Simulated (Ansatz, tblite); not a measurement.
Forces on the cluster Sr3S4⁻ at its PBE-D4/def2-SVPD geometry. Charge -1, multiplicity 2.

In the def2 sets Sr takes a core potential; there is no spin–orbit coupling. The xTB rows come from tblite. At PBE-D4/def2-TZVPD an occupied level of the charge -1 doublet lies above an empty one (by up to 0.03 eV), so this SCF solution is probably not the lowest. At PBE-D4/def2-TZVPD the gap within one spin of the charge -1 doublet nearly closes, so an electron or hole may be smeared out by delocalisation error. The geometry of the doublet was relaxed on an unsound state (an occupied level 0.03 eV above an empty one). The structure comes from a short search, and lower isomers may exist.

GFN1-xTB (tblite), largest force 1.04 eV/Å:

```xyz
7
positions Å, forces eV/Å
Sr   -1.313   -0.521    1.638    0.396    0.051   -0.438
Sr   -0.774   -0.157   -2.081    0.323   -0.124    0.487
Sr    1.832    1.186    0.435   -0.342   -0.466   -0.154
S     2.042    0.012   -2.122   -0.751    0.191    0.676
S     1.266   -0.264    2.742   -0.523    0.215   -0.879
S    -0.882    1.781   -0.037    0.272   -0.673    0.078
S    -2.172   -2.036   -0.576    0.624    0.806    0.229
```

GFN2-xTB (tblite), largest force 0.35 eV/Å:

```
Sr 0.188 0.135 -0.267
Sr 0.157 0.033 0.186
Sr -0.164 -0.132 -0.124
S -0.095 0.039 0.077
S -0.093 -0.010 -0.036
S -0.021 -0.118 0.085
S 0.028 0.053 0.081
```

PBE-D4/def2-TZVPD (Ansatz), largest force 0.13 eV/Å:

```
Sr 0.054 0.025 -0.069
Sr 0.028 0.000 0.116
Sr -0.100 -0.066 -0.007
S -0.080 0.012 0.077
S -0.041 0.033 -0.116
S 0.057 -0.101 -0.005
S 0.083 0.097 0.004
```
